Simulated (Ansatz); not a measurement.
Two isomers of C3H9B: A = `CBCC`, B = `BC(C)C`.

Program: Ansatz. Geometries: PBE0-D4/def2-TZVP. ΔE: electronic, gas phase. CBS: MP2 limit from def2 TZ/QZ plus the TZ coupled-cluster correction, frozen cores. DFT in def2-TZVPP. One conformer a species, not always the lowest.

Task: Which is lower in electronic energy at CCSD(T)/CBS, and by how much? (Best estimate.)

Result: The calculation gave: A, by 13.2 kcal/mol.

Task: Give E(B) − E(A) in kcal/mol with PBE-D4, CCSD(T)/def2-TZVPP, CCSD/def2-TZVPP, MP2/def2-TZVPP, LDA (SPW92), r2SCAN-D4, BLYP-D4. (An estimate is asked.)

Result: Computed: PBE-D4 14.6, CCSD(T)/def2-TZVPP 13.0, CCSD/def2-TZVPP 13.1, MP2/def2-TZVPP 12.9, LDA (SPW92) 14.9, r2SCAN-D4 14.8, BLYP-D4 14.0. None reverses the order clearly.

Task: Does the order hold for the free energy at 298.15 K (harmonic terms from PBE0-D4)? (Estimate.)

Result: Computed: Yes: G(B) − G(A) = +13.9 kcal/mol, for one conformer each.

Largest T1 diagnostic: 0.009.

At CCSD(T), def2-SVP lies −1.3 kcal/mol from the extrapolated value and def2-TZVPP −0.2 kcal/mol. Leaving LDA and LC-ωPBE aside and taking each functional with its dispersion term where it has one, the values, not all of them listed here, spread over 2.0 kcal/mol, from ωB97X-V to B97M-V.
